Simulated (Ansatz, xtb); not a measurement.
**A geometry optimisation of F2H2Si2 with r2SCAN-D4/def2-SVP**

The starting geometry of this gas-phase singlet has its atoms placed at random.

```
atom    x (Å)    y (Å)    z (Å)
   F  -0.7313  -0.4470   0.0578
   F  -0.2067   0.6672  -0.4766
  Si   0.2176  -0.0704   1.3226
  Si  -1.6729   0.4729  -1.0504
   H  -0.6943  -0.8648   1.7007
   H   1.9542  -0.3688   0.2723
```

Question: Guess where an optimisation with r2SCAN-D4/def2-SVP ends from this start.

Answer: It loosens into F2Si + H2Si, which stay close as a complex. Distances that change by over a tenth: F1–F2 (1.34 → 2.49 Å), F2–Si3 (1.99 → 3.54 Å), Si3–H5 (1.27 → 1.53 Å). Contacts that open: F1–Si3 (1.63 → 2.25 Å). Contacts that close: Si3–H6 (2.05 → 1.53 Å).

The energy falls by 16.84 eV over 26 steps:

| step | E − E(last) (eV) |
| --- | --- |
| 1 | 16.842 |
| 4 | 1.684 |
| 7 | 0.107 |
| 9 | 0.012 |
| 12 | 0.006 |
| 15 | 0.003 |
| 18 | 0.001 |
| 20 | 0.001 |
| 23 | 0.000 |
| 26 | 0.000 |

Final geometry (Å):

| atom | x (Å) | y (Å) | z (Å) |
| --- | --- | --- | --- |
| F | -1.2208 | -0.2414 | 0.1821 |
| F | -0.1884 | 1.3484 | -1.4308 |
| Si | 0.3641 | -0.0731 | 1.7669 |
| Si | -1.4616 | 0.3504 | -1.3661 |
| H | 0.0409 | -1.5459 | 2.0371 |
| H | 1.3324 | -0.4494 | 0.6373 |

From the same start GFN2-xTB ends elsewhere, differing in Si3–Si4 (2.27 against 3.65 Å here).

From so rough a start the end depends on the optimiser's path, so another program may land elsewhere. The end wasn't checked by frequencies. Run with Ansatz 0.2.0, 68 s on 1 thread of AMD EPYC 7R43 64-Core Processor (Zen 3), on a shared host.
